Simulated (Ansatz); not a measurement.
Consider the redistribution: `[CH3][V](=[O])([Cl])[Cl]` + `[CH3][Ga]([NH2])[OH]` → `[O]=[V]([OH])([Cl])[Cl]` + `[CH3][Ga]([CH3])[NH2]`.

Gas-phase electronic energies from Ansatz, PBE0-D4/def2-TZVP geometries. CCSD(T)/CBS is the MP2 limit (def2-TZVPP, def2-QZVPP) plus CCSD(T) − MP2 in def2-TZVPP, frozen cores. DFT in def2-TZVPP. B3LYP here is the variant with VWN-RPA as its local correlation; programs differ in this. HSE06 is defined as in plane-wave codes. For Ga, V outer-core shells are correlated without core-valence functions, which leaves a few kJ/mol of doubt a bond. Scalar relativity is left out up to krypton. Each species was taken in one conformer, which may not be the lowest.

`[CH3][V](=[O])([Cl])[Cl]`:

Z-matrix (Å, degrees):
```
C
V 1 1.988
H 1 1.092 2 107.1
H 1 1.092 2 107.9 3 120.3
H 1 1.092 2 107.9 3 -120.3
O 2 1.545 1 102.5 3 -180.0
Cl 2 2.141 1 106.8 3 -62.7
Cl 2 2.141 1 106.8 3 62.8
```

`[CH3][Ga]([NH2])[OH]`:

```xyz
10

C     1.415    0.431   -0.596
Ga   -0.248   -0.078    0.297
N    -1.796   -0.535   -0.522
O    -0.424   -0.149    2.083
H     2.224   -0.244   -0.309
H     1.306    0.399   -1.681
H     1.707    1.443   -0.308
H    -2.625   -0.789   -0.013
H    -1.930   -0.564   -1.516
H     0.372    0.085    2.563
```

`[O]=[V]([OH])([Cl])[Cl]`:

Z-matrix (Å, degrees):
```
V
O 1 1.737
Cl 1 2.143 2 110.2
O 1 1.544 2 108.4 3 118.7
Cl 1 2.143 2 110.2 3 -122.6
H 2 0.963 1 122.9 3 -118.7
```

`[CH3][Ga]([CH3])[NH2]`:

Z-matrix (Å, degrees):
```
C
Ga 1 1.967
H 1 1.091 2 111.8
H 1 1.093 2 110.6 3 120.7
H 1 1.093 2 110.6 3 -120.8
C 2 1.967 1 126.1 3 179.4
N 2 1.824 1 117.0 3 -0.5
H 6 1.093 2 110.6 1 -60.0
H 6 1.093 2 110.6 1 58.5
H 6 1.091 2 111.7 1 179.3
H 7 1.006 2 124.2 1 -179.9
H 7 1.006 2 124.2 1 -0.1
```

```
             level  ΔE (kcal/mol)  difference from CCSD(T)/CBS
       LDA (SPW92)          -16.3                         -6.7
            PBE-D4          -15.4                         -5.8
         revPBE-D4          -15.6                         -6.0
           BLYP-D4          -14.8                         -5.2
         r2SCAN-D4          -13.8                         -4.2
           PBE0-D4          -12.5                         -2.9
          B3LYP-D4          -12.4                         -2.8
        r2SCANh-D4          -12.8                         -3.2
          HSE06-D4          -12.5                         -2.9
          BHLYP-D4           -8.7                          0.9
      CAM-B3LYP-D4          -11.6                         -2.0
           ωB97X-V          -11.1                         -1.5
           ωB97M-V          -10.6                         -1.0
            B2PLYP          -13.8                         -4.2
          PBE-QIDH          -12.8                         -3.2
               PBE          -15.3                         -5.7
            revPBE          -15.0                         -5.4
            r2SCAN          -13.8                         -4.2
              PBE0          -12.5                         -2.9
             B3LYP          -12.3                         -2.7
           r2SCANh          -12.8                         -3.2
           r2SCAN0          -11.3                         -1.7
             HSE06          -12.5                         -2.9
             BHLYP           -8.6                          1.0
         CAM-B3LYP          -11.6                         -2.0
           LC-ωPBE          -12.0                         -2.4
RPA@PBE/def2-TZVPP          -11.8                         -2.2
       HF/def2-SVP           -2.0                          7.6
      MP2/def2-SVP          -22.6                        -13.0
     CCSD/def2-SVP           -7.6                          2.0
  CCSD(T)/def2-SVP          -11.9                         -2.3
     HF/def2-TZVPP           -3.4                          6.2
    MP2/def2-TZVPP          -15.4                         -5.8
   CCSD/def2-TZVPP           -7.2                          2.4
CCSD(T)/def2-TZVPP          -10.5                         -0.9
     HF/def2-QZVPP           -3.1                          6.5
    MP2/def2-QZVPP          -14.9                         -5.3
SCS-MP2/def2-QZVPP          -11.6                         -2.0
      HF/CBS(def2)           -3.0                          6.6
    CCSD/CBS(def2)           -6.4                          3.2
       CCSD(T)/CBS           -9.6                            0
```

Largest T1 diagnostic among the species: 0.032, so the coupled-cluster value is less sure than usual.

At CCSD(T), def2-SVP lies −2.2 kcal/mol from the extrapolated value and def2-TZVPP −0.8 kcal/mol. Leaving LDA and LC-ωPBE aside and taking each functional with its dispersion term where it has one, the values spread over 6.9 kcal/mol, from revPBE-D4 to BHLYP-D4. LDA lies −1.1 kcal/mol from PBE without D4.
